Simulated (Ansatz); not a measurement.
Calculated with Ansatz (gas phase, PBE0-D4/def2-TZVP geometries, no zero-point term in ΔE). CCSD(T)/CBS is the MP2 limit (def2-TZVPP, def2-QZVPP) plus CCSD(T) − MP2 in def2-TZVPP, frozen cores. DFT in def2-TZVPP. For Ge, Mg outer-core shells are correlated without core-valence functions, which leaves a few kJ/mol of doubt a bond. Scalar relativity is left out up to krypton. Each species was taken in one conformer, which may not be the lowest.

Consider the cleavage of the Si–Ge bond: `[F][Ge]([F])([F])[SiH3]` + `[OH][Mg][SH]` → `[SiH3][O][Mg][SH]` + `[F][GeH]([F])[F]`.

`[F][Ge]([F])([F])[SiH3]`:

Cartesian coordinates in Å:
```
F 0.950 1.611 1.472
Ge -0.032 1.079 0.165
F 0.494 2.003 -1.186
F -1.603 1.681 0.524
Si 0.038 -1.273 -0.195
H 1.446 -1.624 -0.486
H -0.443 -1.916 1.049
H -0.850 -1.562 -1.343
```

`[OH][Mg][SH]`:

```xyz
5

O     1.763    0.438   -0.032
Mg    0.016    0.258   -0.020
S    -2.257    0.041   -0.073
H     2.671    0.565    0.206
H    -2.192   -1.302   -0.082
```

`[SiH3][O][Mg][SH]`:

```xyz
8

Si    0.364   -0.201   -1.813
O     0.187   -0.049   -0.217
Mg   -0.016    0.120    1.550
S    -0.241    0.330    3.808
H    -0.454   -1.330   -2.344
H    -0.062    1.039   -2.526
H     1.787   -0.464   -2.176
H    -1.564    0.554    3.717
```

`[F][GeH]([F])[F]`:

Cartesian coordinates in Å:
```
F 1.401 0.360 0.847
Ge 0.020 -0.044 -0.073
F -0.788 1.425 -0.397
F -1.003 -0.938 0.961
H 0.370 -0.803 -1.338
```

```tsv
level	ΔE (kcal/mol)
PBE-D4	-16.8
revPBE-D4	-17.3
PBE0-D4	-19.4
revPBE	-17.1
BLYP	-19.8
CAM-B3LYP	-23.2
MP2/def2-QZVPP	-24.9
CCSD/CBS(def2)	-23.8
```

Question: What does CCSD(T)/CBS give? (Best estimate.)

Answer: Computed: -23.2 kcal/mol. The listed levels differ from it by 6.4, 5.9, 3.8, 6.1, 3.4, 0.0, -1.7, -0.6 kcal/mol.

Largest T1 diagnostic among the species: 0.013.

In def2-TZVPP, CCSD(T) changes the Hartree–Fock value by +5.3 kcal/mol (the triples alone add +0.6 kcal/mol) and MP2 by +4.2 kcal/mol. At CCSD(T), def2-SVP lies −1.4 kcal/mol from the extrapolated value and def2-TZVPP −0.9 kcal/mol. From r2SCAN to r2SCAN0 (25 % exact exchange), in def2-TZVPP and without D4, ΔE moves by −1.2 kcal/mol.
